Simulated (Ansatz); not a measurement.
Gas-phase electronic energies from Ansatz, PBE0-D4/def2-TZVP geometries. CCSD(T)/CBS is the MP2 limit (def2-TZVPP, def2-QZVPP) plus CCSD(T) − MP2 in def2-TZVPP, frozen cores. This one scheme is used for every species. Functionals use def2-TZVPP. B3LYP here is the variant with VWN-RPA as its local correlation; programs differ in this. One conformer a species, not always the lowest.

Reaction (redistribution): `N[SiH2]P` + `F[SiH2]SS` → `N[SiH2]S[SiH2]F` + `PS`

Question: Is it downhill or uphill in electronic energy at CCSD(T)/CBS, and by how much? (An estimate is asked.)

Answer: The calculation gave: Downhill: ΔE = -107.8 kJ/mol.

Question: What do these levels give: PBE-D4, r2SCAN-D4, PBE0-D4, ωB97X-V, ωB97M-V, B2PLYP, PBE0, B3LYP, CCSD(T)/def2-TZVPP, HF/def2-QZVPP, SCS-MP2/def2-QZVPP, HF/CBS(def2)? (Best estimate.)

Answer: Computed: PBE-D4 -97.6, r2SCAN-D4 -107.3, PBE0-D4 -103.2, ωB97X-V -107.0, ωB97M-V -107.4, B2PLYP -107.6, PBE0 -102.4, B3LYP -104.0, CCSD(T)/def2-TZVPP -107.7, HF/def2-QZVPP -119.2, SCS-MP2/def2-QZVPP -112.6, HF/CBS(def2) -119.2 kJ/mol.

Largest T1 diagnostic among the species: 0.012.

In def2-TZVPP, CCSD(T) changes the Hartree–Fock value by +10.8 kJ/mol (the triples alone add +1.4 kJ/mol) and MP2 by +5.1 kJ/mol. From PBE to PBE0 (25 % exact exchange), in def2-TZVPP and without D4, ΔE moves by −5.4 kJ/mol.
